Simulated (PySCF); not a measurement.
# Dipole response of Cu²⁺ (copper, charge +2)

[Ar] 3d9, 2D determinant. All numbers are calculated (PySCF 2.14, the spin-free X2C one-electron Hamiltonian (Gaussian nucleus), in aug-cc-pwCVTZ-DK). Coupled (time-dependent) response in atomic units; α is the mean over directions.

```tsv
method	mean α (bohr³)	α xx, yy, zz	C₆ (like pair)	S(−4)
PW91	3.122	2.995, 2.995, 3.376	8.568	5.465
```

S(−4) is the Cauchy moment in α(ω) = α(0) + S(−4) ω² + …

α(iu) at PW91:

| u (hartree) | α(iu) (bohr³) |
| --- | --- |
| 0 | 3.122 |
| 0.0500 | 3.108 |
| 0.100 | 3.069 |
| 0.200 | 2.928 |
| 0.300 | 2.738 |
| 0.500 | 2.344 |
| 0.750 | 1.948 |
| 1.00 | 1.656 |
| 1.50 | 1.251 |
| 2.00 | 0.9793 |
| 3.00 | 0.6458 |
| 5.00 | 0.3443 |

A single London oscillator, α(iu) = α/(1 + u²/ω²), gives C₆ = (3/4) ω α². Matching the computed C₆ needs ω = 4 × 8.568 / (3 × 3.122²) = 1.17 hartree.

For an ion, C₆ is the dispersion term alone; charge-induced terms of lower order in 1/R come first.

The components differ because the open shell of this determinant is not spherical; for a pure term their mean is the scalar polarisability.
